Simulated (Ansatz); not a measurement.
Cartesian coordinates (Å):
```xyz
19

B     -2.0507     1.9144    -0.0867
C     -1.4032     0.5095    -0.0776
C     -2.2367    -0.6043    -0.1560
C     -1.6976    -1.9134    -0.1516
N     -0.4095    -2.1636    -0.0753
C      0.4553    -1.1147     0.0036
C      1.8448    -1.4063     0.0852
C      2.7688    -0.3886     0.1671
C      2.3388     0.9615     0.1706
C      0.9971     1.2746     0.0925
C      0.0136     0.2533     0.0067
H     -3.2521     1.9935    -0.1612
H     -1.4097     2.9316    -0.0228
H     -3.3192    -0.4724    -0.2219
H     -2.3683    -2.7793    -0.2139
H      2.1360    -2.4580     0.0798
H      3.8353    -0.6173     0.2297
H      3.0793     1.7623     0.2359
H      0.6783     2.3169     0.0960
```
Charge 0, multiplicity 1.

All values below come from frozen-core CCSD(T)/cc-pVDZ // B3LYP-D3(BJ)/def2-SVP run with Ansatz (a quantum-chemistry and plane-wave program). The restricted HF reference is unstable towards unrestricted orbitals.

```yaml
HF energy: -424.62986 Ha
MP2 correlation energy: -1.40186 Ha
```

**Question.** Estimate the CCSD correlation energy, the (T) correction, the total energy and the T1 diagnostic.

**Answer.** 
```yaml
CCSD correlation energy: -1.45524 Ha
"(T) correction": -0.06894 Ha
CCSD(T) total energy: -426.15404 Ha
T1 diagnostic: 0.011
```
